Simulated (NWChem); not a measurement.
System meant: InNH$_{2}$ClF; SMILES [NH2][In]([F])[Cl]

NWChem input:

```
start job
memory heap 200 mb stack 900 mb global 1100 mb
geometry units angstroms noautoz
  In     0.092144     0.326709    -0.020471
  F      1.952445     0.891118     0.156769
  Cl    -0.210804    -1.983251    -0.064591
  N     -1.385297     1.692568     0.059085
  H     -2.255745     1.408256    -0.384144
  H     -1.125247     2.617359    -0.276758
end
basis spherical
  In library def2-svp
  F library def2-svp
  Cl library def2-svp
  N library def2-svp
  H library def2-svp
end
dft
  xc pbe0
  iterations 150
  mulliken
end
task dft energy
```

End of the output:

```
             Grid Information
             ----------------
          Grid used for XC integration:  medium
          Radial quadrature: Mura-Knowles
          Angular quadrature: Lebedev.
          Tag              B.-S. Rad. Rad. Pts. Rad. Cut. Ang. Pts.
          ---              ---------- --------- --------- ---------
          In                  1.55      123           9.0       590
          F                   0.50       49          11.0       434
          Cl                  1.00       88          12.0       590
          N                   0.65       49          10.0       434
          H                   0.35       45          11.0       434
          Grid pruning is: on
          Number of quadrature shells:   399
          Spatial weights used:  Erf1

          Convergence Information
          -----------------------
          Convergence aids based upon iterative change in
          total energy or number of iterations.
          Levelshifting, if invoked, occurs when the
          HOMO/LUMO gap drops below (HL_TOL):  1.00D-02
          DIIS, if invoked, will attempt to extrapolate
          using up to (NFOCK): 10 stored Fock matrices.

                    Damping( 0%)  Levelshifting(0.5)       DIIS
                  --------------- ------------------- ---------------
          dE  on:    start            ASAP                start
          dE off:    2 iters        150 iters           150 iters

      Screening Tolerance Information
      -------------------------------
          Density screening/tol_rho:  1.00D-10
          AO Gaussian exp screening on grid/accAOfunc:  14
          CD Gaussian exp screening on grid/accCDfunc:  20
          XC Gaussian exp screening on grid/accXCfunc:  20
          Schwarz screening/accCoul:  1.00D-08

      Superposition of Atomic Density Guess
      -------------------------------------

      charge =      49.0 In (Indium)

      symmetry species            s     p     d     f
      number of basis functions =10     7     6
      number of cont. functions = 4     4     2
      number of closed shells   = 5     3     2
      number of open shells     = 0     1     0
      open shell occupation     = 0     1     0
 ------------------------------------------------------------------------
 atomscf:atomd: error in atom scf                   0
 ------------------------------------------------------------------------
 ------------------------------------------------------------------------
  current input line :
    23: task dft energy
 ------------------------------------------------------------------------
 ------------------------------------------------------------------------
 This error has not yet been assigned to a category
 ------------------------------------------------------------------------
 For more information see the NWChem manual at https://nwchemgit.github.io

0:atomscf:atomd: error in atom scf:Received an Error in Communication
```

**Question.** What is wrong, and how is it mended?

**Answer.** The run crashed. Cause: the def2 basis of a heavy element holds valence functions alone and wants its effective core potential (without it all electrons must fit into that basis). This input runs:
```
start job
memory heap 200 mb stack 900 mb global 1100 mb
geometry units angstroms noautoz
  In     0.092144     0.326709    -0.020471
  F      1.952445     0.891118     0.156769
  Cl    -0.210804    -1.983251    -0.064591
  N     -1.385297     1.692568     0.059085
  H     -2.255745     1.408256    -0.384144
  H     -1.125247     2.617359    -0.276758
end
basis spherical
  In library def2-svp
  F library def2-svp
  Cl library def2-svp
  N library def2-svp
  H library def2-svp
end
ecp
  In library def2-ecp
end
dft
  xc pbe0
  iterations 150
  mulliken
end
task dft energy
```
It converges to -805.62856 Ha (PBE0/def2-SVP with def2 effective core potentials on In).
